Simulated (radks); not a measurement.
Values are calculated unless marked as measured or tabulated.
Radial electron density D(r) = 4 pi r^2 rho(r) of an atom or ion with 29 electrons. Code: a radial shooting solver on a logarithmic mesh with Libxc functionals. Model: scalar-relativistic Kohn-Sham, r2SCAN, spin-polarised, spherical densities, finite nucleus; meta-GGA in the generalised Kohn-Sham scheme; Fermi nuclear charge, rms radius of each element as measured or else 0.836 A^(1/3) + 0.57 fm.

r (bohr)  D(r) (e/bohr)  spin D(r)
0.00303           2.467    0.00188
0.003444          3.081    0.00234
0.003946          3.887    0.00295
0.004485          4.817    0.00365
0.005097          5.941    0.00449
0.005839          7.381    0.00556
0.006637          8.996    0.00674
0.007543          10.89    0.00812
0.008642          13.23    0.00979
0.009822          15.73     0.0116
0.01116           18.53     0.0134
0.01279           21.76     0.0155
0.01454           24.99     0.0175
0.01665           28.47     0.0194
0.01893           31.64     0.0208
0.02151           34.51     0.0216
0.02465           37.01     0.0215
0.02801           38.61     0.0203
0.03184           39.32     0.0178
0.03648           39.03     0.0140
0.04146           37.85    0.00948
0.04712           36.04    0.00479
0.05398           33.91   0.000787
0.06135           32.31  -0.000633
0.07029           31.69    0.00194
0.07989           32.56    0.00917
0.0908            34.92     0.0210
0.104             38.63     0.0365
0.1182            42.34     0.0498
0.1344            45.08     0.0568
0.154             45.72     0.0521
0.175             43.57     0.0343
0.2005            38.64    0.00520
0.2278            32.69    -0.0217
0.259             27.15    -0.0349
0.2967            23.44    -0.0226
0.3372            22.78     0.0133
0.3832            24.44     0.0602
0.4391            27.15     0.0936
0.499             28.77     0.0888
0.5672            28.29     0.0469
0.6498            25.24    -0.0119
0.7385            20.69    -0.0390
0.8461            15.27    0.00529
0.9616            10.62      0.131
1.093             6.965      0.319
1.252             4.288      0.531
1.423             2.711      0.680
1.617             1.750      0.735
1.853             1.117      0.675
2.106            0.7145      0.533
2.394            0.4247      0.359
2.743            0.2145      0.196
3.117           0.09611     0.0913
3.571           0.03337     0.0325
4.059          0.009874    0.00975
4.613          0.002289    0.00227
5.285         0.0003585   0.000358

What is the nuclear charge?

Answer. Z = 32. The innermost maximum, from 1s, lies near gamma/Z bohr with gamma = sqrt(1 - (Z/c)^2) = 0.972, here 0.0304 bohr (found: 0.0329), and its height grows with Z. The density is that of the germanium ion Ge3+ in [Ar] 3d10 4s1; the configuration itself is not fixed sharply by these data, and Z only to about a unit. D(r) has 3 maxima, at r = 0.0329, 0.148, 0.519 bohr, and minima at 0.0697, 0.327 bohr, inside which lie 2.09, 10.97 electrons.
